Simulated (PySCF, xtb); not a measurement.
CH7FN2Si, SMILES CN[Si@H](N)F. The values are those of a single conformer.

Harmonic wavenumbers (cm⁻¹) from GFN2-xTB run with xtb at its own minimum, in rising order: 70, 124, 156, 189, 247, 267, 325, 460, 497, 646, 713, 767, 777, 867, 923, 1068, 1114, 1177, 1370, 1425, 1494, 1506, 1515, 2292, 2895, 2969, 3024, 3456, 3487, 3527.

**Question.** What does PBE-D3(BJ)/def2-SVP (PySCF) give at its own minimum? (Estimate from the structure and the level; the computed values follow.)

**Answer.** 96, 153, 190, 221, 277, 326, 370, 402, 499, 739, 761, 778, 838, 888, 931, 1059, 1105, 1143, 1353, 1399, 1414, 1451, 1483, 2172, 2923, 2984, 3042, 3505, 3512, 3604. Paired by order, the mean absolute difference is 38 cm⁻¹ and the zero-point energies are 56.3 and 56.6 kcal/mol.
